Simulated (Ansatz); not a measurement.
A nudged elastic band was laid between two geometries of BrH + ClH3OSn (8 atoms, charge 0, multiplicity 1).

Computed with RKS PBE0/def2-SVP (Ansatz).

- movable images: 5
- climbing image: yes
- spring: 5.0 eV/Å²
- optimiser: quadratic models (default)
- start path: straight line
- force threshold: 0.03 eV/Å
- iteration limit: 60
- end points: relaxed

First end point:

```xyz
8
Properties=species:S:1:pos:R:3
Sn -0.169 -0.208 -0.179
O -0.212 0.350 1.744
H -1.095 0.531 2.091
H 1.293 0.413 -0.775
Cl -1.977 0.916 -1.165
H -0.490 -1.879 -0.254
Br 2.069 2.409 2.384
H 0.961 1.463 2.203
```

Last end point:

```xyz
8
Properties=species:S:1:pos:R:3
Sn -0.365 0.841 -0.055
O 1.069 -0.567 1.711
H 0.528 -1.163 2.245
H 1.162 0.759 -0.787
Cl -1.653 2.108 -1.590
H -1.365 -0.499 0.256
Br -0.282 2.360 1.954
H 1.286 0.157 2.316
```

Q: What changes between the two ends?

A: Bonds broken: Sn1–O2, Br7–H8. Bonds formed: Sn1–Br7, O2–H8. BrH + ClH3OSn becomes BrClH2Sn + H2O.

Q: What energy profile does the band end with?

A: It converged. The highest image is number 2 of 0 to 6, 3.6 kcal/mol above the first end and 25.7 kcal/mol above the last; the last end lies 22.0 kcal/mol below the first. Another band between the same ends (5 images) ends at a top of the same energy, where a vibrational analysis finds 1 clearly imaginary mode. The orbitals stay closed-shell, which can raise the energy where a bond breaks towards radicals; this wasn't checked here.

| image | path coordinate (Å) | energy (kcal/mol) | Sn1–O2 (Å) | Br7–H8 (Å) | Sn1–Br7 (Å) |
| --- | --- | --- | --- | --- | --- |
| 0 | 0.00 | 0.0 | 2.00 | 1.47 | 4.29 |
| 1 | 0.91 | 0.2 | 2.01 | 1.47 | 4.06 |
| 2 | 1.81 | 3.6 | 2.09 | 1.69 | 3.36 |
| 3 | 3.52 | -14.7 | 2.56 | 2.34 | 2.58 |
| 4 | 5.22 | -16.1 | 3.60 | 2.75 | 2.51 |
| 5 | 6.92 | -16.6 | 3.36 | 2.68 | 2.51 |
| 6 | 8.63 | -22.0 | 2.67 | 2.73 | 2.52 |

Q: What is the geometry of the highest image?

A: 
```xyz
8
Properties=species:S:1:pos:R:3:forces:R:3
Sn -0.012 0.089 -0.170 0.00 0.00 0.00
O 0.034 -0.058 1.911 0.00 0.00 0.00
H -0.828 -0.068 2.352 0.00 0.00 0.00
H 1.533 0.427 -0.755 0.00 0.00 0.00
Cl -1.672 1.638 -0.700 0.00 0.00 0.00
H -0.705 -1.438 -0.499 0.00 0.00 0.00
Br 1.415 2.424 1.781 0.00 0.00 0.00
H 0.616 0.981 2.129 0.00 0.00 0.00
```

The band took 41 iterations and of the order of 26 core-minutes.

Run time: 7 min on 4 threads of Arm Neoverse V1 (shared host), peak memory 0.3 GiB.
